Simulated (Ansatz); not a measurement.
Computed with Ansatz on PBE0-D4/def2-TZVP structures; ΔE is electronic, products minus reactants. CCSD(T)/CBS adds triple-zeta CCSD(T) − MP2 to the extrapolated MP2 energy (def2 sets, frozen cores). DFT in def2-TZVPP. For Br outer-core shells are correlated without core-valence functions, which leaves a few kJ/mol of doubt a bond. Scalar relativity is left out up to krypton. One conformer a species, not always the lowest.

Reaction (substitution at a C–Si bond): `C[SiH2]Br` + `OC1=NCN1` → `CN1CN=C1O` + `[SiH3]Br`

```tsv
level	ΔE (kJ/mol)	difference from CCSD(T)/CBS
r2SCAN0-D4	71.5	2.4
B2PLYP	66.8	-2.3
PBE	68.5	-0.6
r2SCAN	71.5	2.4
r2SCANh	71.8	2.7
MP2/def2-SVP	52.4	-16.7
CCSD(T)/def2-SVP	47.6	-21.5
MP2/def2-TZVPP	68.7	-0.4
SCS-MP2/def2-QZVPP	66.4	-2.7
CCSD/CBS(def2)	69.4	0.3
CCSD(T)/CBS	69.1	0
```

Largest T1 diagnostic among the species: 0.013.

In def2-TZVPP, CCSD(T) changes the Hartree–Fock value by +4.1 kJ/mol (the triples alone add −0.3 kJ/mol) and MP2 by +6.7 kJ/mol. At CCSD(T), def2-SVP lies −21.5 kJ/mol from the extrapolated value and def2-TZVPP −3.0 kJ/mol.
